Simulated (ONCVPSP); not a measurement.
**boron (B): excitation energies, all-electron against ONCV**

ONCVPSP 4.0.1 input, shortened (lines: element, Z, core and valence counts, functional; n l f; lmax; l rc ep ncon nbas qcut; lloc lpopt rc5 dvloc0; l nproj debl; icmod fcfact rcfact), PBE, scalar-relativistic:

```
  B 5.00    1    2        4      upf
    1    0    2.00
    2    0    2.00
    2    1    1.00
    2
    0    1.15    0.00    5    9    7.30
    1    2.00    0.00    3    6    4.60
    2    2.15    0.29    4    6    4.10
    4    1    0.90    0.00
    0    2    2.60
    1    1    0.60
    2    3    0.40
    1    0.45    0.00
```

Energies are relative to the spin-unpolarised reference configuration 2s2 2p1; without spin polarisation the order of configurations can differ from experiment.

```csv
valence configuration,charge,ΔE all-electron (eV),error AE − PS (meV)
2s2 2p0.5,+0.5,2.887,+3.8
2s1 2p2,0,5.851,-4.0
```

Question: What are ΔE and the potential's error for 2s2 2p0?

Answer: ΔE = 8.219 eV all-electron; the error (AE − PS) is +32 meV.

Question: What are ΔE and the potential's error for 2s1 2p0?

Answer: ΔE = 33.642 eV all-electron; the error (AE − PS) is +120 meV.

Levels in the configuration 2s1 2p2:

| level | all-electron (eV) | pseudo (eV) |
| --- | --- | --- |
| 2s | -9.921 | -9.942 |
| 2p | -4.058 | -4.070 |

Note: ghosts flagged at negative energy: s at -101.2 eV, d at -11.6 eV; no localised positive-energy state flagged. A true bound ghost makes a file unfit for plane-wave use.
